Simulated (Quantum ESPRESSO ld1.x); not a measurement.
Problem. The mean radii <r> (bohr) of the occupied orbitals of an atom or ion are listed with their occupations. Calculated with ld1.x of Quantum ESPRESSO 7.5: scalar-relativistic Kohn-Sham, exchange-only LDA, spin-polarised, spherical densities, point nucleus.

orbital  occ.      <r>
1s down     1  0.03613
1s up       1  0.03613
2s up       1   0.1582
2s down     1   0.1582
2p up       3   0.1378
2p down     3   0.1378
3s up       1   0.4442
3s down     1   0.4441
3p up       3   0.4465
3p down     3   0.4464
3d up       5   0.4334
3d down     5   0.4332
4s up       1    1.149
4s down     1    1.143
4p up       3    1.278
4p down     3    1.270
4d up       2    1.731

Name the element and its charge. Open shells, if any, are filled with parallel spins first.

Solution. Z = 41, niobium, charge +3: Nb3+ in [Kr] 4d2. The 1s radius gives Z: for a bare nucleus <r> = (2 gamma + 1)/(2Z) with gamma = sqrt(1 - (Z/c)^2), 0.03547 bohr for Z = 41, and screening makes it slightly larger (0.03613 here). The occupations add up to 38, and the charge is Z minus that.
